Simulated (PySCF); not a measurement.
**29Si chemical shifts**

All values are calculated (PySCF 2.14.0 with density-fitted response routines): structure optimised with GFN2-xTB, GIAO PBE0/pcSseg-1 shieldings. Gas phase, non-relativistic Hamiltonian, single conformer, one averaged value for each set of equivalent atoms.

Shieldings were converted by a linear fit to measured shifts: 29Si: δ = 279.94 − 0.822σ (rms 8.9 ppm, 72 shifts, 25.8 ppm with the 6 outliers that the fit left out vs TMS, solution or neat liquid). A few per cent of atoms miss by over 2 rms, more outside the fitted compound classes.

(1) Give the 29Si shifts of `CC(=S)[SiH]([SiH3])[SiH3]`, `[H]/N=C\C[SiH2]O[C@]12C[C@H]1C2`, `[SiH3]N[Si@@H]1CC[Si@H](S)N1`, `CCC[C@@]([SiH3])(C#N)C=O`.

(2) Match the shifts 23.0, -25.2, -44.5, -59.5 ppm to `CO[SiH2]C[C@H](F)CF`, `CC[C@](C)(O[SiH3])C(=O)O`, `C[C@@H]([SiH3])[C@@](C)(C#N)C=O`, `C[Si]1(C)C[C@H](C#N)CO1`.

Results:

(1) 
```tsv
compound	environment	δ (ppm)
[CH3:1][C:2](=[S:3])[SiH:4]([SiH3:5])[SiH3:6]	Si4: silicon bonded to C, 2 Si, H	-69.0
[CH3:1][C:2](=[S:3])[SiH:4]([SiH3:5])[SiH3:6]	Si5/6: silicon bonded to Si, 3 H (×2)	-90.2
[H]/N=C\C[SiH2]O[C@]12C[C@H]1C2	silicon bonded to C, O, 2 H	-22.0
[SiH3:1][NH:2][Si@@H:3]1[CH2:4][CH2:5][Si@H:6]([SH:7])[NH:8]1	Si6: silicon bonded to C, N, S, H, in a 5-membered ring	-4.8
[SiH3:1][NH:2][Si@@H:3]1[CH2:4][CH2:5][Si@H:6]([SH:7])[NH:8]1	Si3: silicon bonded to C, 2 N, H, in a 5-membered ring	-22.4
[SiH3:1][NH:2][Si@@H:3]1[CH2:4][CH2:5][Si@H:6]([SH:7])[NH:8]1	Si1: silicon bonded to N, 3 H	-56.2
CCC[C@@]([SiH3])(C#N)C=O	silicon bonded to C, 3 H	-47.8
```

(2) 23.0: C[Si]1(C)C[C@H](C#N)CO1 (silicon bonded to 3 C, O, in a 5-membered ring); -25.2: CO[SiH2]C[C@H](F)CF (silicon bonded to C, O, 2 H); -44.5: CC[C@](C)(O[SiH3])C(=O)O (silicon bonded to O, 3 H); -59.5: C[C@@H]([SiH3])[C@@](C)(C#N)C=O (silicon bonded to C, 3 H).
